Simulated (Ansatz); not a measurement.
Geometry optimisation, Ansatz, RKS PBE-D4/def2-SVP.

The input (input.yaml):

```yaml
crystal:
  periodic: [false, false, false]
  atoms:
    - { symbol: B, position_ang: [-0.810706, -0.496635, -0.849411] }
    - { symbol: "N", position_ang: [0.662014, -0.796244, -0.761034] }
    - { symbol: O, position_ang: [-1.660664, -1.356038, -0.207032] }
    - { symbol: O, position_ang: [-1.303816, 0.546355, -1.599167] }
    - { symbol: H, position_ang: [-0.287324, 1.277154, 1.431703] }
    - { symbol: F, position_ang: [-1.177666, 1.069064, 1.336044] }
    - { symbol: H, position_ang: [1.78552, 0.476992, 0.804932] }
    - { symbol: O, position_ang: [1.948369, 1.039187, 1.588359] }
    - { symbol: H, position_ang: [0.869179, -1.736957, -0.412708] }
    - { symbol: H, position_ang: [1.214209, -0.610842, -1.602397] }
    - { symbol: H, position_ang: [-2.550194, -0.96295, -0.149113] }
    - { symbol: H, position_ang: [-0.615221, 1.164456, -1.893657] }
    - { symbol: H, position_ang: [1.9264, 0.386458, 2.313581] }
basis:
  gaussian: { orbitals: def2-SVP }
hamiltonian:
  xc: pbe
  dispersion: d4
relax:
  f_tol: 0.03
  max_steps: 50
output:
  orbitals: {}
```

Command:

```bash
$ ansatz run input.yaml --threads 4 --pin off --max-ram 5120MiB --backend cpu --events-out ev --progress --plain --runs-dir out
```

Q: Where does it end, and by what steps?

A: The run converged. After 25 steps the energy has fallen by 0.949 eV; F6 moved furthest, 2.46 Å.

```
step  energy less start (eV)  largest force component (eV/Å)  accepted
   0                  0.0000                           1.626       yes
   1                 -0.2086                           0.808       yes
   2                 -0.3920                           0.517       yes
   3                 -0.4661                           0.458       yes
   4                 -0.4786                           0.192       yes
   5                 -0.4839                           0.141       yes
   6                 -0.4898                           0.145       yes
   7                 -0.4934                           0.146       yes
   8                 -0.5008                           0.462       yes
   9                 -0.5127                           0.412       yes
  10                 -0.5432                           0.404       yes
  11                 -0.5888                           0.644       yes
  12                 -0.6513                           0.597       yes
  13                 -0.7095                           0.397       yes
  14                 -0.7752                           0.168       yes
  15                 -0.8056                           0.476       yes
  16                 -0.8241                           0.797       yes
  17                 -0.8872                           0.315       yes
  18                 -0.9043                           0.387       yes
  19                 -0.9242                           0.260       yes
  20                 -0.9408                           0.243       yes
  21                 -0.9435                           0.240       yes
  22                 -0.9481                           0.093       yes
  23                 -0.9490                           0.043       yes
  24                 -0.9490                           0.049       yes
  25                 -0.9493                           0.024       yes
```

```xyz
13
Properties=species:S:1:pos:R:3
B -0.769 -0.715 -0.577
N 0.692 -0.690 -0.692
O -1.372 -1.952 -0.561
O -1.500 0.424 -0.408
H 0.775 1.696 0.662
F 0.434 2.216 -0.135
H 1.120 -0.078 0.888
O 1.196 0.652 1.594
H 1.136 -1.544 -1.039
H 1.076 0.148 -1.143
H -2.330 -1.850 -0.415
H -0.924 1.233 -0.390
H 0.468 0.461 2.215
```

Whether the end is a true minimum wasn't checked by a vibrational analysis.

The run took 58 s on 4 threads of Arm Neoverse N1, on a shared host, peak memory 0.17 GiB.
